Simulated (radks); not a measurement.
Values are calculated unless marked as measured or tabulated.
Question: Species: Ge4+. Configuration: [Ar] 3d10. Code: a radial shooting solver on a logarithmic mesh with Libxc functionals. Model: scalar-relativistic Kohn-Sham, LDA (Slater exchange, Perdew-Wang correlation), spin-unpolarised, spherical densities, finite nucleus; Fermi nuclear charge, rms radius 4.0742 fm. Some entries of the table are withheld. Estimate them.

| orbital | occ. | eigenvalue (hartree) | <r^2> (bohr^2) | <1/r> (bohr^-1) |
|---|---|---|---|---|
| 1s | 2 | -403.9262 | 0.002981 | 32.33 |
| 2s | 2 | -52.13858 | 0.05220 | 7.094 |
| 2p | 6 | -45.84443 | 0.04142 | 6.964 |
| 3s | 2 | -7.97548 | (1) | (2) |
| 3p | 6 | -6.05005 | 0.4914 | 2.133 |
| 3d | 10 | (3) | (4) | 1.807 |
| 4s | 0 | -1.92319 | 3.445 | 0.7588 |
| 4p | 0 | -1.50031 | 4.440 | 0.6642 |
| 4d | 0 | -0.91473 | (5) | 0.4972 |
| 4f | 0 | -0.54228 | 17.44 | 0.2923 |

Answer: 
(1) 3s <r^2> (bohr^2): 0.4505
(2) 3s <1/r> (bohr^-1): 2.282
(3) 3d eigenvalue (hartree): -2.88075
(4) 3d <r^2> (bohr^2): 0.6471
(5) 4d <r^2> (bohr^2): 8.164
